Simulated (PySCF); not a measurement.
**Solvent effects on NMR parameters**

Cartesian coordinates in Å; atom numbers follow the order of the lines, from 1:
```xyz
14

P     3.667   -0.861   -0.323
P     1.950   -1.899    0.007
C     0.544   -0.731    0.008
C     0.446    0.422   -0.785
C    -0.689    1.224   -0.729
C    -1.744    0.890    0.122
C    -1.667   -0.261    0.904
C    -0.539   -1.075    0.835
H     3.127    0.467   -0.395
H     1.262    0.688   -1.462
H    -0.754    2.115   -1.358
H    -2.633    1.523    0.165
H    -2.492   -0.532    1.566
H    -0.489   -1.987    1.437
```

GIAO PBE0/pcSseg-1 in PySCF on one PBE0-D3(BJ)/def2-SVP conformer, non-relativistic, equivalent nuclei averaged. Solvents enter as an IEF-PCM continuum (chloroform with ε = 4.7, dichloromethane with ε = 8.9) around the gas-phase geometry. Shifts are referred to TMS computed in the same medium.

Gas phase, δ in ppm: C3 159.2, C6 137.3, C4/C8 135.0, C5/C7 134.0, H9 10.12, H10/H14 7.85, H11/H13 7.60, H12 7.55. Dipole moment 2.95 D.

Question: How does each δ change in the continuum?

Answer: 
```csv
atoms,environment,"Δδ, chloroform","Δδ, dichloromethane"
C3,substituted aromatic carbon,+0.2,+0.3
C6,aromatic CH,+2.0,+2.4
C4/C8,aromatic CH,+1.1,+1.3
C5/C7,aromatic CH,+1.3,+1.6
H9,hydrogen on a phosphorus bonded to P,+0.10,+0.14
H10/H14,hydrogen on an aromatic CH,+0.15,+0.18
H11/H13,hydrogen on an aromatic CH,+0.19,+0.23
H12,hydrogen on an aromatic CH,+0.22,+0.26
```

Changes are relative to the gas phase. The dipole moment becomes 3.59 D in chloroform, 3.72 D in dichloromethane.

Question: Which nuclei move most (in ppm), and what does the model miss?

Answer: C6 (aromatic CH, +2.4 ppm) in dichloromethane. A continuum only polarises the solute; specific hydrogen bonds, the anisotropy of aromatic solvents and changes of geometry or conformer are outside it.
